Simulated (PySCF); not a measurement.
CH₂N, SMILES C#[NH+], charge +1. Atoms are numbered in the order given.

```xyz
4

C      0.0000     0.0000     0.5974
N      0.0000     0.0000    -0.5312
H      0.0000     0.0000     1.6805
H      0.0000     0.0000    -1.5463
```
Charge +1, spin multiplicity 1.

Geometry: PBE0-D3(BJ)/def2-TZVPD. The isomer is the one that the SMILES or the coordinates give; other isomers of the formula were not compared.

These are PBE0-D3(BJ)/def2-TZVPD in PySCF values and carry that method's errors.

Harmonic, unscaled wavenumbers; measured fundamentals usually lie a few per cent lower.

Modes within 1.5 cm⁻¹ of each other (mostly degenerate sets) share a row, with their intensities summed.

| mode | ν (cm⁻¹) | IR (km/mol) | moving atoms (share of kinetic energy) |
|---|---|---|---|
| 1–2 | 682 | 236.7 | H 73 %, N 20 % |
| 3–4 | 846 | 121.2 | H 81 %, C 18 % |
| 5 | 2267 | 29.8 | C 38 %, N 36 %, H 25 % |
| 6 | 3322 | 369.8 | H 85 %, C 15 % |
| 7 | 3649 | 409.5 | H 83 %, N 14 % |
